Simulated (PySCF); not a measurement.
Löwdin shares of the frontier orbitals

C3H10FNSi2.
Geometry (GFN2-xTB, Å), atoms numbered from 1 in this order:
```
atom  x, y, z in Å
C1     2.1726   -0.8477    0.3007
N2     0.8452   -0.3240    0.0768
Si3   -0.4829   -1.3666   -0.3429
C4    -1.8785   -0.0917   -0.1770
C5    -1.2846    1.2973   -0.3683
F6    -2.1121    2.2583    0.2134
Si7    0.4816    1.3447    0.3740
H8     2.3289   -1.0912    1.3549
H9     2.9209   -0.1115    0.0094
H10    2.3248   -1.7527   -0.2851
H11   -0.2957   -1.8787   -1.7069
H12   -0.6242   -2.4818    0.6003
H13   -2.2957   -0.1389    0.8297
H14   -2.7051   -0.2685   -0.8640
H15   -1.2679    1.5592   -1.4321
H16    1.3955    2.2005   -0.3872
H17    0.4704    1.7053    1.7945
```

Level of theory: PySCF 2.14.0, density-fitted response routines, TDDFT PBE0/def2-SVPD, vertical, gas phase, core orbitals frozen in the response.

Kohn–Sham orbitals with the atoms that hold most of them (Löwdin shares over 4%, at most four atoms; ? is withheld):

```json
{"orbital": "HOMO-3", "ε (eV)": "-9.53", "atoms": "N2 16%, Si3 15%, Si7 14%, H11 13%"}
{"orbital": "HOMO-2", "ε (eV)": "-8.94", "atoms": "C4 31%, F6 21%, Si3 18%, C5 9%"}
{"orbital": "HOMO-1", "ε (eV)": "-8.17", "atoms": "C5 28%, F6 22%, Si7 18%, C4 9%"}
{"orbital": "HOMO", "ε (eV)": "-6.95", "atoms": "?"}
{"orbital": "LUMO", "ε (eV)": "-0.07", "atoms": "?"}
{"orbital": "LUMO+1", "ε (eV)": "0.37", "atoms": "Si3 24%, Si7 18%, C4 8%, H11 6%"}
{"orbital": "LUMO+2", "ε (eV)": "0.79", "atoms": "Si3 25%, Si7 16%, H12 8%, H11 6%"}
```

(1) Which atoms hold the LUMO, and with what shares?

(2) Which atoms hold the HOMO, and with what shares?

(3) The HOMO–LUMO gap is 6.88 eV. Where does the response calculation put the lowest singlet, and from which orbitals?

(4) One configuration dominates each of S1, S2 and S5. Which, and how do the shares of the two leading atoms of either orbital change from the occupied to the empty one?

Answers

(1) Si7 (bonded to C, N and 2 H) 18%; Si3 (bonded to C, N and 2 H) 15%; C1 (bonded to N and 3 H) 10%; H17 (bonded to Si) 7%. By element: silicon 33%, carbon 10% or more, hydrogen 7% or more.

(2) N2 (bonded to C and 2 Si) 52%; C1 (bonded to N and 3 H) 9%; Si7 (bonded to C, N and 2 H) 8%; Si3 (bonded to C, N and 2 H) 8%. By element: nitrogen 52%, silicon 16%, carbon 9% or more.

(3) S1 is at 5.53 eV (f = 0.0004), 1.35 eV below the gap, made of HOMO→LUMO (98%). Without the coupling terms of the response equations the lowest excitation would equal the gap.

(4) 
- S1 (5.53 eV, f 0.0004), HOMO→LUMO (98%): N2 52% → at most 7%, C1 9% → 10%, Si7 8% → 18%, Si3 8% → 15%
- S2 (6.10 eV, f 0.012), HOMO→LUMO+1 (95%): N2 52% → at most 6%, C1 9% → at most 6%, Si3 8% → 24%, Si7 8% → 18%
- S5 (6.92 eV, f 0.025), HOMO-1→LUMO (72%): C5 28% → at most 7%, F6 22% → at most 7%, Si7 18% → 18%, Si3 at most 9% → 15%

Löwdin shares depend on the basis, the more so with diffuse functions.

Hardware: Arm Neoverse V1, one thread, no GPU, shared host with 32 logical CPUs at a one-minute load of 20. Cost: 38 s, 0.87 GiB resident at most.

One conformer stands for the species.
